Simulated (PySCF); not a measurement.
[NdF4]− at several levels of theory

Computed with PySCF 2.14.0 (density fitting, no spin-orbit coupling) at the geometry relaxed with TPSS:

```xyz
5
[NdF4]− (singlet in the valence; each metal's 4f electrons, 3 of them, lie in its core potential, out of spins and levels)
Nd    0.0000    0.0000    0.0000
F     1.2376    1.2376    1.2376
F    -1.2376   -1.2376    1.2376
F     1.2376   -1.2376   -1.2376
F    -1.2376    1.2376   -1.2376
```

| level | basis | state | HOMO (eV) | gap (eV) | charge on Nd1 (e) | population of f-type functions on Nd1 (polarisation alone where 4f lies in the core) | dipole about the centre of mass (D) | largest force component (eV/Å) |
| --- | --- | --- | --- | --- | --- | --- | --- | --- |
| TPSS | Nd lcecp-1-SVP with ECP49, F def2-SVP | singlet | -2.86 | 6.14 | 0.91 | 0.10 | 0.00 | 0.00 |
| PBE | the same | singlet | -2.77 | 5.87 | 0.79 | 0.11 | 0.00 | 0.03 |
| M06-L | the same | singlet | -3.04 | 6.97 | 1.22 | 0.10 | 0.00 | 0.00 |
| TPSSh | the same | singlet | -3.64 | 7.12 | 1.01 | 0.10 | 0.00 | 0.04 |
| BLYP | the same | singlet | -2.67 | 5.73 | 0.77 | 0.10 | 0.00 | 0.10 |

In the lcecp rows the 4f levels are missing from HOMO and gap, and the state counts the valence alone.

Charges are Mulliken's, which hang on the basis. The relaxation used the grid (50, 194), these runs (75, 302) or, all-electron (x2c bases, spin-free X2C Hamiltonian), (99, 590).

Question: What does TPSS with Nd lcecp-1-TZVP with ECP49, F def2-TZVP give here?

Answer: state singlet, HOMO (eV) -3.27, gap (eV) 6.43, charge on Nd1 (e) 1.54, population of f-type functions on Nd1 (polarisation alone where 4f lies in the core) 0.12, dipole about the centre of mass (D) 0.00, largest force component (eV/Å) 0.18. Time: 16 s on 2 threads of Arm Neoverse V1 (shared host), from free ions and atoms.

In the first row's basis the gap widens with exact exchange: 5.7 to 7.0 eV for BLYP, PBE, TPSS, M06-L (none); 7.1 eV for TPSSh (a fixed share).

No frequency check is given that shows the relaxed geometry to be a minimum. An lcecp potential fixes the number of 4f electrons, so in runs with it no electron can move into or out of that shell.
